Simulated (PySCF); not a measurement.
A GIAO shielding run with PySCF 2.14.0 with density-fitted response routines (density fitting, non-relativistic, gas phase) on `[BH3-][N+](C)(C)CCN`, C4H15BN2:

```
$ OMP_NUM_THREADS=1 python probes_run.py task.json out

{"job": {"kind": "nmr", "xc": "PBE0", "basis": "pcSseg-1"}, "charge": 0, "multiplicity": 1}
B     -2.013964    -1.020746     0.528474
N     -0.746724    -0.052984     0.140907
C     -0.901574     0.390575    -1.253152
C     -0.767875     1.121500     1.036307
C      0.489943    -0.860079     0.321558
C      1.771213    -0.358729    -0.323713
N      2.182949     0.954577     0.128333
H     -2.009652    -1.925710    -0.300746
H     -3.012576    -0.312913     0.458873
H     -1.794207    -1.421353     1.667310
H     -0.134857     1.134648    -1.515751
H     -1.901210     0.829459    -1.361534
H     -0.835197    -0.480314    -1.917442
H     -1.722915     1.642229     0.895936
H     -0.724789     0.766401     2.073728
H      0.080727     1.782494     0.815715
H      0.617918    -0.989153     1.406648
H      0.261325    -1.857012    -0.082364
H      2.520958    -1.159620    -0.148769
H      1.638026    -0.319809    -1.417034
H      3.009842     1.266701    -0.375330
H      2.435324     0.933399     1.115300
```

Hardware: 1 thread of an Intel Xeon, shared host. The job also computes population analyses, field gradients.

(1) How large is the calculation?

(2) How long does it take, and how much memory does it need?

(3) And these other runs on the same molecule and hardware: GIAO shielding at CAM-B3LYP/pcSseg-1?

Results:

(1) 58 electrons, 194 basis functions and 990 auxiliary functions.

(2) 2 min of wall time, with 13 SCF cycles and 4 response iterations; peak memory 0.91 GiB. Times on a shared host scatter by some tens of per cent.

(3) CAM-B3LYP/pcSseg-1: 194 functions, 97 s.
